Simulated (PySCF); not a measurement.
Vertical excitations of a molecule C3H7ClSi from TDA-PBE/def2-SVPD (PySCF 2.14.0), as energy in eV (oscillator strength): 5.88 (0.002), 5.99 (0.381), 6.29 (0.002), 6.40 (0.001), 6.47 (0.005), 6.63 (0.005), 6.71 (0.001), 6.80 (0.010), 7.12 (0.001), 7.27 (0.003). Lowest triplet (TDA): 4.01 eV. Geometry: ωB97X-D3(BJ)/def2-SVP. One conformer was computed; it need not be the lowest.

**Question.** Which molecule gave these data?
(A) [SiH3]C/C=C\Cl
(B) ClC1C[SiH2]C1
(C) C/C=C(\[SiH3])Cl
(D) C[SiH2]/C=C/Cl

**Answer.** D, C[SiH2]/C=C/Cl
